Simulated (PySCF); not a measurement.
Spectrum to structure. Theory: TDDFT CAM-B3LYP/def2-SVPD, vertical, gas phase, core orbitals frozen in the response in PySCF. Geometries: PBE0-D3(BJ)/def2-SVP, one conformer each. Relativistic effects are left out although some hold elements past zinc.

| state | ν̃ (cm⁻¹) | f | main configurations (H = HOMO, L = LUMO) |
| --- | --- | --- | --- |
| S1 | 45380 | 0.0004 | H-1→L+3 (78%), H-1→L+6 (17%) |
| S2 | 53730 | 0.0000 | H→L+1 (85%), H→L (8%) |
| S3 | 55520 | 0.047 | H→L+3 (66%), H-1→L+1 (21%) |
| S4 | 57170 | 0.042 | H→L (86%) |
| S5 | 59190 | 0.032 | H-1→L (68%), H-1→L+1 (12%) |
| S6 | 60490 | 0.0029 | H→L+2 (73%), H→L+5 (11%) |

Orbital energies (eV): HOMO-3 -11.26, HOMO-2 -11.04, HOMO-1 -9.21, HOMO -9.14, LUMO 0.57, LUMO+1 0.72, LUMO+2 1.12.

Task: Which candidate is it?
A. `O=C[N]([GeH3])[GeH3]`
B. `[H][Ge]([H])([C]#C)[C]#C`
C. `Cn1nccn1`

Result: A. Its S1, at 5.63 eV, is the lowest among the candidates; the nearest of the others has S1 at 6.08 eV. S1 is HOMO-1→LUMO+3 (78%), HOMO-1→LUMO+6 (17%). Löwdin shares by element: HOMO nitrogen 43%, oxygen 24%, carbon 8%, germanium 7% or more (atoms not listed hold the other 17%); LUMO germanium 57%, hydrogen 16% or more (atoms not listed hold the other 27%). At the same level the other candidates give, for their lowest levels:
- `[H][Ge]([H])([C]#C)[C]#C`: 6.08 eV (f 0.000); 6.08 eV (f 0.000); 6.32 eV (f 0.000); 6.34 eV (f 0.002); 6.37 eV (f 0.003); T1 4.98 eV; HOMO -9.48, LUMO 0.78 eV
- `Cn1nccn1`: 6.53 eV (f 0.000); 6.58 eV (f 0.185); 7.45 eV (f 0.009); 7.49 eV (f 0.021); 7.56 eV (f 0.054); T1 4.90 eV; HOMO -8.94, LUMO 0.95 eV

Conformer computed: `[O:1]=[CH:2][N:3]([GeH3:4])[GeH3:5]`: O1–C2–N3–Ge4 -179°.
Triplets come from the Tamm–Dancoff approximation.
